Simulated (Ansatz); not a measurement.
**Abstraction of Cl: SiH(CH3)Cl2 + C2H5Si2 → SiH(CH3)Cl + C2H5ClSi2**

Species: SiH(CH3)Cl2 (methyldichlorosilane), singlet; C2H5Si2 `[SiH2]C#C[SiH3]`, doublet; SiH(CH3)Cl, doublet; C2H5ClSi2 `[SiH3]C#C[SiH2]Cl`, singlet. A radical takes Cl: the energy is the difference in strength between two Si–Cl bonds in different surroundings.

Shapes, held fixed at every level: PBE0-D4/def2-TZVP. Programs: Ansatz 0.2.0. Electronic energies: no zero-point or thermal term.

| level | kind | ΔE (kJ/mol) | CPU time (sum over the molecules) |
| --- | --- | --- | --- |
| HF/def2-TZVPP | Hartree–Fock | +15.7 | – |
| PBE-D4/def2-TZVPP | GGA | +21.9 | 28 s |
| r2SCAN-D4/def2-TZVPP | meta-GGA | +23.5 | 52 s |
| BHLYP-D4/def2-TZVPP | global hybrid | +18.8 | 44 s |
| r2SCAN0-D4/def2-TZVPP | global hybrid | +22.1 | 62 s |
| wB97M-V/def2-TZVPP | range-separated hybrid | +20.6 | 2 min |
| wB97X-V/def2-TZVPP | range-separated hybrid | +18.0 | 92 s |
| B2PLYP/def2-TZVPP | double hybrid | +16.6 | 63 s |

B2PLYP/def2-TZVPP gives ΔE = +16.6 kJ/mol; the levels span +15.7 to +23.5. The median of the levels is +19.7. No measured value is set beside it here. Spin contamination: C2H5Si2 (⟨S²⟩ up to 0.88). Open shells run unrestricted unless RO is named. Times are processor times on shared x86 and Arm servers, and rough.
